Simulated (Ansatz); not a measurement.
A nudged elastic band was laid between two geometries of CH7ClSSi2 (12 atoms, charge 0, multiplicity 1).

Theory: Ansatz, RKS PBE/def2-SVP.

```json
{"movable images": "7", "climbing image": "yes", "spring": "5.0 eV/Å²", "optimiser": "quadratic models (default)", "start path": "straight line", "force threshold": "0.03 eV/Å", "iteration limit": "60", "end points": "relaxed"}
```

First end point:

```xyz
12
Properties=species:S:1:pos:R:3
Si -2.073 0.668 -0.131
S -1.083 -1.173 0.448
C 0.559 -1.073 -0.395
Si 1.862 -0.068 0.538
Cl 1.357 1.959 0.448
H -1.721 0.991 -1.559
H -1.778 1.854 0.741
H -3.536 0.338 -0.015
H 0.444 -0.712 -1.439
H 0.912 -2.126 -0.461
H 3.207 -0.226 -0.118
H 1.927 -0.487 1.976
```

Last end point:

```xyz
12
Properties=species:S:1:pos:R:3
Si -1.774 0.778 -1.073
S -1.329 -0.873 0.244
C 0.492 -1.068 -0.042
Si 1.540 0.000 1.122
Cl 1.245 -0.621 3.086
H -1.388 0.447 -2.492
H -1.065 2.049 -0.684
H -3.259 0.967 -0.965
H 0.751 -0.868 -1.104
H 0.715 -2.139 0.140
H 1.151 1.444 1.008
H 2.998 -0.171 0.793
```

Question: Which bonds break or form, and what moves?

Answer: No bond is made or broken. The dihedral S2–C3–Si4–Cl5 goes from -71 to 64°.

Question: What energy profile does the band end with?

Answer: The run converged. The highest image is number 4 of 0 to 8, 0.130 eV above the first end and 0.103 eV above the last; the last end lies 0.028 eV above the first. Another band between the same ends (7 images) ends at a top of the same energy, where a vibrational analysis finds 1 clearly imaginary mode.

```csv
image,path coordinate (Å),energy (eV),dihedral S2–C3–Si4–Cl5 (°)
0,0.00,0.000,-71
1,0.84,0.010,-63
2,1.68,0.047,-47
3,2.52,0.102,-26
4,3.36,0.130,-4
5,4.22,0.105,20
6,5.09,0.062,41
7,5.96,0.037,56
8,6.83,0.028,64
```

Question: What is the geometry of the highest image?

Answer: 
```xyz
12
Properties=species:S:1:pos:R:3
Si -1.867 0.695 -0.862
S -1.329 -0.974 0.398
C 0.467 -1.147 0.015
Si 1.692 0.025 0.913
Cl 0.709 1.414 2.111
H -1.518 0.402 -2.299
H -1.190 1.977 -0.465
H -3.355 0.824 -0.706
H 0.631 -1.089 -1.083
H 0.719 -2.186 0.310
H 2.513 0.781 -0.094
H 2.604 -0.778 1.795
```

The run took 2.2 min on 2 threads of AMD EPYC 9R14 (Zen 4) (shared host), peak memory 0.19 GiB.
